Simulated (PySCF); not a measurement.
Start geometry of `CC[SiH2]B(Cl)Cl` from a GFN2-xTB structure with every atom displaced at random (by about 0.01 Å) (Å):
```
atom  x, y, z in Å
C1    -1.4477    0.3978   -0.6634
C2    -0.8839   -0.7833    0.0613
Si3    0.6960   -0.3535    1.0251
B4     2.0542    0.5279   -0.1978
Cl5    3.1146   -0.4024   -1.1627
Cl6    2.0762    2.2405   -0.4025
H7    -2.3798    0.1488   -1.1800
H8    -1.6775    1.2316    0.0257
H9    -0.7710    0.8131   -1.3888
H10   -1.6268   -1.1820    0.7597
H11   -0.6758   -1.5714   -0.6510
H12    0.3349    0.5131    2.1664
H13    1.1925   -1.5969    1.5976
```

Problem. What comes out of this run: PBE0-D3(BJ)/def2-SVP geometry optimisation, gas phase (PySCF)?

Solution. 
```
atom  x, y, z in Å
C1    -0.831    0.564   -1.078
C2    -0.236   -0.659   -0.387
Si3    1.333   -0.308    0.618
B4     2.694    0.524   -0.626
Cl5    3.737   -0.483   -1.609
Cl6    2.783    2.259   -0.851
H7    -1.755    0.312   -1.623
H8    -1.082    1.357   -0.355
H9    -0.132    1.004   -1.807
H10   -0.970   -1.112    0.301
H11    0.012   -1.443   -1.123
H12    1.023    0.630    1.743
H13    1.865   -1.586    1.187
```

The energy falls by 2.9 kcal/mol over 5 energy and gradient evaluations, the largest force component goes from 0.0174 to 3.1e-04 Eh/bohr, and the atoms move by 0.065 Å rms after alignment. Among the bonds, B4–Cl5 and Si3–H13 change most and about equally (+0.041 to +0.042 Å). Bonds longer at the end by more than 0.005 Å: 9 of 12; shorter: 1. Among the angles that change most is C2–Si3–H13, from 106.8° to 109.7°. Rotational constants go from 2110, 1131, 922.1 to 2028, 1132, 913.1 MHz. The orientation of the end geometry is arbitrary; only internal coordinates are fixed.

The run used 131 basis functions and 32 SCF cycles in all.

Not checked by PBE0-D3(BJ)/def2-SVP frequencies. The numbers are those of one conformer.
